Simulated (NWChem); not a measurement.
System: C2H5BO3; SMILES O=CCB(O)O

Output (shortened):

```
             Northwest Computational Chemistry Package (NWChem) 7.3.0
             --------------------------------------------------------

                             Geometry "geometry" -> ""
                             -------------------------

 Output coordinates in angstroms (scale by  1.889725989 to convert to a.u.)

  No.       Tag          Charge          X              Y              Z
 ---- ---------------- ---------- -------------- -------------- --------------
    1 O                    8.0000    -0.16360500    -2.47436100    -0.46708400
    2 C                    6.0000     0.34118600    -1.57586100     0.16732200
    3 C                    6.0000    -0.39480800    -0.41484600     0.77775000
    4 B                    5.0000    -0.05327600     0.97683700     0.06965200
    5 O                    8.0000    -1.08570600     1.81309900    -0.22420500
    6 O                    8.0000     1.21939700     1.38513100    -0.24458100
    7 H                    1.0000     1.45030800    -1.55875000     0.32025800
    8 H                    1.0000    -0.07946900    -0.32562900     1.83012800
    9 H                    1.0000    -1.47101600    -0.60371700     0.74829400
   10 H                    1.0000    -0.76321200     2.63043100    -0.63684600
   11 H                    1.0000     1.90810200     0.74746100    -0.01380700

 Effective nuclear repulsion energy (a.u.)     213.9961345306

                              NWChem Property Module
                              ----------------------

                                 NWChem DFT Module
                                 -----------------

 Summary of "ao basis" -> "ao basis" (spherical)
 ------------------------------------------------------------------------------
       Tag                 Description            Shells   Functions and Types
 ---------------- ------------------------------  ------  ---------------------
 O                          6-31+g*                  8       18   4s3p1d
 C                          6-31+g*                  8       18   4s3p1d
 B                          6-31+g*                  8       18   4s3p1d
 H                          6-31+g*                  2        2   2s

            General Information
            -------------------
          SCF calculation type: DFT
          Wavefunction type:  closed shell.
          No. of atoms     :    11
          No. of electrons :    46
           Alpha electrons :    23
            Beta electrons :    23
          Charge           :     0
          Spin multiplicity:     1
          Use of symmetry is: off; symmetry adaption is: off
          Maximum number of iterations: 150
          AO basis - number of functions:   118
                     number of shells:    58
          Convergence on energy requested:  1.00D-06
          Convergence on density requested:  1.00D-05
          Convergence on gradient requested:  5.00D-04

              XC Information
              --------------
                         PBE0 Method XC Functional
                     Hartree-Fock (Exact) Exchange  0.250
          PerdewBurkeErnzerhof Exchange Functional  0.750
            Perdew 1991 LDA Correlation Functional  1.000 local
           PerdewBurkeErnz. Correlation Functional  1.000 non-local

             Grid Information
             ----------------
          Grid used for XC integration:  medium
          Radial quadrature: Mura-Knowles
          Angular quadrature: Lebedev.
          Tag              B.-S. Rad. Rad. Pts. Rad. Cut. Ang. Pts.
          ---              ---------- --------- --------- ---------
          O                   0.60       49          13.0       434
          C                   0.70       49          13.0       434
          B                   0.85       49          12.0       434
          H                   0.35       45          13.0       434
          Grid pruning is: on
          Number of quadrature shells:   519
          Spatial weights used:  Erf1

      Superposition of Atomic Density Guess
      -------------------------------------

 Sum of atomic energies:        -326.61826912

      Non-variational initial energy
      ------------------------------

 Total energy =    -329.403134
 1-e energy   =    -869.242997
 2-e energy   =     325.843729
 HOMO         =      -0.334406
 LUMO         =      -0.024731

   convergence    iter        energy       DeltaE   RMS-Dens  Diis-err
 ---------------- ----- ----------------- --------- --------- ---------
 d= 0,ls=0.0,diis     1   -329.2973831686 -5.43D+02  2.16D-02  1.56D+00
 d= 0,ls=0.0,diis     2   -328.9445558705  3.53D-01  1.45D-02  5.38D+00
 d= 0,ls=0.0,diis     3   -329.4708088319 -5.26D-01  2.59D-03  1.11D-01
 d= 0,ls=0.0,diis     4   -329.4777192148 -6.91D-03  1.05D-03  4.15D-02
 d= 0,ls=0.0,diis     5   -329.4815885243 -3.87D-03  1.48D-04  6.35D-04
  Resetting Diis
 d= 0,ls=0.0,diis     6   -329.4816471366 -5.86D-05  4.39D-05  5.80D-05
 d= 0,ls=0.0,diis     7   -329.4816538629 -6.73D-06  2.97D-05  2.99D-06
 d= 0,ls=0.0,diis     8   -329.4816533023  5.61D-07  1.62D-05  8.68D-06
 d= 0,ls=0.0,diis     9   -329.4816542047 -9.02D-07  2.50D-06  2.52D-07

         Total DFT energy =     -329.481654204720
      One electron energy =     -873.921508525268
           Coulomb energy =      372.647395478619
    Exchange-Corr. energy =      -42.203675688634
 Nuclear repulsion energy =      213.996134530563

 Numeric. integr. density =       46.000010714305

                       DFT Final Molecular Orbital Analysis
                       ------------------------------------

 Vector   21  Occ=2.000000D+00  E=-3.576850D-01
              MO Center= -2.6D-02,  1.4D+00, -1.5D-01, r^2= 2.6D+00
   Bfn.  Coefficient  Atom+Function         Bfn.  Coefficient  Atom+Function
  ----- ------------  ---------------      ----- ------------  ---------------
    77      0.417442   5 O  pz               95     -0.319757   6 O  pz
    81      0.287949   5 O  pz               28      0.263949   2 C  s
    94     -0.262934   6 O  py               46     -0.255804   3 C  s
    99     -0.230621   6 O  pz               98     -0.182363   6 O  py
    76      0.155917   5 O  py               80      0.111718   5 O  py

 Vector   22  Occ=2.000000D+00  E=-3.550529D-01
              MO Center= -2.7D-02, -3.8D-02,  9.8D-02, r^2= 3.9D+00
   Bfn.  Coefficient  Atom+Function         Bfn.  Coefficient  Atom+Function
  ----- ------------  ---------------      ----- ------------  ---------------
     5      0.249891   1 O  pz               95     -0.241454   6 O  pz
    40      0.218797   3 C  py               41     -0.204457   3 C  pz
    58     -0.197677   4 B  py               99     -0.165182   6 O  pz
    76      0.163764   5 O  py               94      0.156953   6 O  py
     9      0.154015   1 O  pz               44      0.153965   3 C  py

 Vector   23  Occ=2.000000D+00  E=-2.801646D-01
              MO Center=  5.3D-02, -2.0D+00, -1.5D-01, r^2= 2.0D+00
   Bfn.  Coefficient  Atom+Function         Bfn.  Coefficient  Atom+Function
  ----- ------------  ---------------      ----- ------------  ---------------
     3      0.510177   1 O  px                7      0.340866   1 O  px
   110     -0.268924   7 H  s                 4     -0.224961   1 O  py
    40     -0.203620   3 C  py               42      0.186586   3 C  s
   109     -0.176734   7 H  s                44     -0.160018   3 C  py
     8     -0.155751   1 O  py               21     -0.128560   2 C  px

 Vector   24  Occ=0.000000D+00  E=-3.470468D-02
              MO Center=  3.6D-01, -1.3D+00,  8.7D-02, r^2= 3.5D+00
   Bfn.  Coefficient  Atom+Function         Bfn.  Coefficient  Atom+Function
  ----- ------------  ---------------      ----- ------------  ---------------
    64      0.684680   4 B  s                27     -0.418053   2 C  pz
    23     -0.384630   2 C  pz               46     -0.331208   3 C  s
     5      0.325959   1 O  pz               31     -0.297723   2 C  pz
    28     -0.288136   2 C  s                 9      0.285300   1 O  pz
    26      0.282598   2 C  py               48     -0.243870   3 C  py

 Vector   25  Occ=0.000000D+00  E=-1.184512D-02
              MO Center=  1.3D+00,  4.6D-01,  5.0D-01, r^2= 9.9D+00
   Bfn.  Coefficient  Atom+Function         Bfn.  Coefficient  Atom+Function
  ----- ------------  ---------------      ----- ------------  ---------------
    64      2.613012   4 B  s                28     -2.135070   2 C  s
    48     -0.912671   3 C  py              100     -0.663650   6 O  s
    29      0.612111   2 C  px               46      0.475404   3 C  s
    30     -0.460131   2 C  py               60      0.446125   4 B  s
    82     -0.342377   5 O  s                66     -0.334011   4 B  py

 Vector   26  Occ=0.000000D+00  E= 9.813912D-03
              MO Center= -2.4D-02,  1.8D+00, -1.3D-01, r^2= 1.3D+01
   Bfn.  Coefficient  Atom+Function         Bfn.  Coefficient  Atom+Function
  ----- ------------  ---------------      ----- ------------  ---------------
    28      2.203111   2 C  s                66      1.479541   4 B  py
    82     -0.697030   5 O  s                65     -0.679565   4 B  px
    46     -0.638837   3 C  s                49      0.607597   3 C  pz
    29     -0.562415   2 C  px               64     -0.544348   4 B  s
    67     -0.527225   4 B  pz               30      0.519484   2 C  py

[...]

 DFT Linear Response polarizability / au
 Frequency  =       0.0428000 / au
 Wavelength =    1064.5643224 / nm
              X              Y              Z
 -----------------------------------------------
 X      48.2638128     -0.4102388      1.2322564
 Y      -0.4102367     55.1425038      2.4784186
 Z       1.2322594      2.4784332     37.9062231
 -----------------------------------------------
 Eigenvalues =      48.4064773     55.4994797     37.4065827
 Isotropic   =      47.1041799
 Anisotropic =      15.7902072
 -----------------------------------------------

 Magnetic Dipole Response Matrix (nonzero elements):
```

Level: PBE0/6-31+G* (spherical d). All runs use the structure optimised with B3LYP/6-31G* (spherical d).

Reconstruct the input file.

One answer among several that fit: the input that was run:
```
start job
memory heap 200 mb stack 900 mb global 1100 mb
geometry units angstroms noautosym nocenter noautoz
  O     -0.163605    -2.474361    -0.467084
  C      0.341186    -1.575861     0.167322
  C     -0.394808    -0.414846     0.777750
  B     -0.053276     0.976837     0.069652
  O     -1.085706     1.813099    -0.224205
  O      1.219397     1.385131    -0.244581
  H      1.450308    -1.558750     0.320258
  H     -0.079469    -0.325629     1.830128
  H     -1.471016    -0.603717     0.748294
  H     -0.763212     2.630431    -0.636846
  H      1.908102     0.747461    -0.013807
end
basis spherical
  * library 6-31+g*
end
dft
  xc pbe0
  iterations 150
end
property
  response 1 0.0428
end
task dft property
```
